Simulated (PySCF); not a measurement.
C4H2N2, SMILES C#C/C=N/C#N.

Geometry optimised at PBE0-D3(BJ)/def2-SVP. The structure was generated by enumeration; whether it is a known compound was not checked.

The numbers are results of ωB97X/def2-TZVP run with PySCF, not measurements.

| Property | Value |
|---|---|
| total energy | -263.02349 hartree |
| point group | Cs |
| highest occupied level | -10.75 eV |
| lowest empty level | -1.10 eV |
| orbital gap | 9.65 eV |
| dipole moment | 1.156 e·Å |
| quadrupole, principal values (traceless, Buckingham form, about the centre of nuclear charge) | -2.99, 1.06, 1.93 D·Å |
| mean static polarisability | 62.4 bohr³ (9.25 Å³) |
| polarisability, principal values | 31.2, 38.3, 117.7 bohr³ |
